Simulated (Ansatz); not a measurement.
Basis sets compared for the cluster Sb₄⁻. Total charge -1; doublet. Geometry PBE0-D4/def2-SVPD. Ansatz on 4 threads of Arm Neoverse N1 on a shared host; times are rough, and most runs start from earlier orbitals.

```xyz
4

Sb   -0.972   -1.304    0.293
Sb    1.750   -0.786   -0.315
Sb   -1.028    1.071   -1.255
Sb    0.250    1.019    1.277
```

In the def2 sets Sb takes a core potential; there is no spin–orbit coupling. At PBE-D4/def2-SVPD, PBE-D4/def2-TZVPD the highest occupied level of the charge -1 doublet lies above zero (up to 0.78 eV). By energy differences its removal costs 1.23 eV (vertical, to the charge 0 singlet, at CCSD(T)/def2-SVPD). The structure comes from a short search, and lower isomers may exist.

```json
{"level": "PBE-D4/def2-SVPD", "functions": "128", "energy (Eh)": "-961.1858", "HOMO (eV)": "0.78", "LUMO (eV)": "1.42", "wall time": "5.5 s"}
{"level": "PBE0-D4/def2-SVPD", "functions": "128", "energy (Eh)": "-961.2209", "HOMO (eV)": "-0.06", "LUMO (eV)": "2.02", "wall time": "9 s"}
```

(1) Estimate the rows for PBE-D4/def2-TZVPD, PBE0-D4/def2-TZVPD.

Answers

(1) 
```
             level  functions  energy (Eh)  HOMO (eV)  LUMO (eV)  wall time
 PBE-D4/def2-TZVPD        224    -961.2182       0.64       1.25       10 s
PBE0-D4/def2-TZVPD        224    -961.2509      -0.17       1.86       24 s
```
